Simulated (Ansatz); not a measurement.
One geometry of CSe, SMILES `[C-]#[Se+]`, several functionals.

```yaml
crystal:
  periodic: [false, false, false]
  atoms:
    - {symbol: C, position_ang: [-0.709713, 0.256590, -0.358863]}
    - {symbol: Se, position_ang: [0.709713, -0.256590, 0.358863]}
basis:
  gaussian: {orbitals: def2-TZVPP}
hamiltonian: {xc: r2scan, dispersion: d4}
output: {forces: true, orbitals: {seedname: orbitals}}
```

```sh
$ ansatz run in.yaml --threads 2 --pin off --events-out ev --progress --plain --max-ram 32768MiB --backend cpu
```

Output, abridged:

```
Functional definition: r2SCAN
567 factors; their error is unknown
mean field evaluation 1: about -66374.7614 eV, gradient 5.8e1 eV
mean field evaluation 2: about -66337.2136 eV, gradient 1.1e2 eV
mean field evaluation 4: about -66383.0863 eV, gradient 4.6e0 eV
mean field evaluation 8: about -66383.1072 eV, gradient 2.5e-2 eV
mean field evaluation 16: about -66383.1072 eV, gradient 8.5e-6 eV
mean field -66383.10722401 eV, -2439.5341943961 hartree, gradient 8.5e-6 eV, S^2 0.000000; 0 other end points of the search recorded, 0 dependent functions left out
reference -66383.10723102 eV, -2439.5341946536 hartree; 20, 20 occupied and 59, 59 virtual orbitals, 567 factors
Total energy: -66383.11266582 eV, -2439.5343943789 hartree
Atom 0 at    -0.709713     0.256590    -0.358863 Å, force    -0.272396     0.098482    -0.137736 eV/Å
Atom 1 at     0.709713    -0.256590     0.358863 Å, force     0.272396    -0.098482     0.137736 eV/Å
Dipole moment:     0.373445    -0.135015     0.188831 e Å
```

Hardware: 2 threads of an AMD EPYC 7R13 on a shared host. Wall time 1.2 s, peak host memory 0.15 GiB.

Changing it to `hamiltonian: {xc: {name: wB97X-V}}` and no forces (abridged; 1.9 s):

```
Functional definition: wB97X-V
mean field -66377.58143375 eV, -2439.3311253495 hartree, gradient 1.4e-5 eV, S^2 0.000000
Total energy: -66377.58143253 eV, -2439.3311253049 hartree
```

Changing it to `hamiltonian: {xc: {name: r2SCANh}, dispersion: d4}` and no forces (abridged; 1.5 s):

```
Functional definition: r2SCANh
mean field evaluation 16: about -66382.8918 eV, gradient 1.2e-5 eV
mean field -66382.89184368 eV, -2439.5262793149 hartree, gradient 1.2e-5 eV, S^2 0.000000
Total energy: -66382.89785023 eV, -2439.5265000516 hartree
```

The same input with `hamiltonian: {xc: hse06, dispersion: d4}` and no forces (abridged; 0.86 s):

```
Functional definition: HSE06
mean field evaluation 16: about -66374.9586 eV, gradient 2.3e-5 eV
mean field -66374.95862997 eV, -2439.2347390887 hartree, gradient 2.3e-5 eV, S^2 0.000000
Total energy: -66374.98032701 eV, -2439.2355364399 hartree
```

Changing it to `hamiltonian: {xc: {name: BHLYP}, dispersion: d4}` and no forces (abridged; 0.81 s):

```
Functional definition: BHLYP
mean field evaluation 16: about -66382.9726 eV, gradient 1.1e-5 eV
mean field -66382.97257471 eV, -2439.5292461255 hartree, gradient 1.1e-5 eV, S^2 0.000000
Total energy: -66383.01264465 eV, -2439.5307186688 hartree
```

The same input with `hamiltonian: {xc: {name: r2SCAN0}, dispersion: d4}` and no forces (abridged; 1.3 s):

```
Functional definition: r2SCAN0
mean field evaluation 16: about -66382.5896 eV, gradient 3.0e-5 eV
mean field -66382.58962854 eV, -2439.5151731133 hartree, gradient 3.0e-5 eV, S^2 0.000000
Total energy: -66382.59641871 eV, -2439.5154226478 hartree
```

HSE06 is the plane-wave form, built on full-range PBE exchange.
